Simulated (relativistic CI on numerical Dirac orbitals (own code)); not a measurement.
Sc⁺ in a cubic cluster: L2,3 absorption with charge transfer

Computed with a charge-transfer multiplet model of a cubic metal-ligand cluster with up to one ligand hole, Slater and spin-orbit integrals from Dirac-Coulomb-Breit ions, Slater integrals scaled by 0.9. The parameters are those of a tetrahedral site (10Dq negative, t2 hopping the larger). The ground state mixes d2 with configurations of k ligand holes L, whose averages lie at kΔ + k(k − 1)U_dd/2; a core hole lowers each added d electron by U_cd. 20 K, Lorentzian 0.4 eV and Gaussian 0.3 eV FWHM.

Atomic integrals in eV (Slater integrals scaled, ζ unscaled), ground: F2dd 5.299, F4dd 3.246, zeta_d 0.005; with the core hole: F2dd 6.374, F4dd 3.923, zeta_d 0.011, zeta_core 3.011, F2cd 3.248, G1cd 2.202, G3cd 1.246.

Cluster parameters (eV): Δ = 7.8, U_cd = 5.7, 10Dq = -0.35, 10Dq(ligand) = 0, V(eg) = 1.07, V(t2g) = -1.83, final-state hopping factor = 1.

```csv
Case,n_d,d2,d3L,S
U_dd = 3.4 eV,2.18,0.82,0.18,1.00
U_dd = 4.8 eV,2.18,0.82,0.18,1.00
U_dd = 6.9 eV,2.18,0.82,0.18,1.00
```

Weights, n_d and S are thermal averages at 20 K. Photon energies count from the first peak over 30 % of the highest in each spectrum, which can be another peak from case to case. The parameters are a model scan and need not match a compound or its usual spin state. Peaks in eV (height, largest 100):
- U_dd = 3.4 eV: 0.0 (100), 3.3 (42), 3.8 (53), 4.8 (63)
- U_dd = 4.8 eV: 0.0 (100), 3.2 (42), 3.8 (52), 4.8 (62)
- U_dd = 6.9 eV: 0.0 (100), 3.3 (41), 3.9 (52), 4.9 (62)

For the case U_dd = 4.8 eV, Δ = 7.8 eV is larger than U_dd = 4.8 eV, the Mott-Hubbard side of the Zaanen-Sawatzky-Allen scheme. With the core hole the configuration with one ligand hole lies at Δ + U_dd − U_cd = 5.5, 6.9, 9.0 eV from the one without, in the order of the table; where this is negative the screened configuration lies lower, though the effective hopping of about 4.7 eV (from the holes of the mixed ground state) mixes the two strongly wherever it is as large as the gap.

With at most 1 ligand hole the space is cut while the next configuration still counts, so covalency is underestimated, and a final configuration with one more ligand hole, which can lie low, is missing from the spectra.
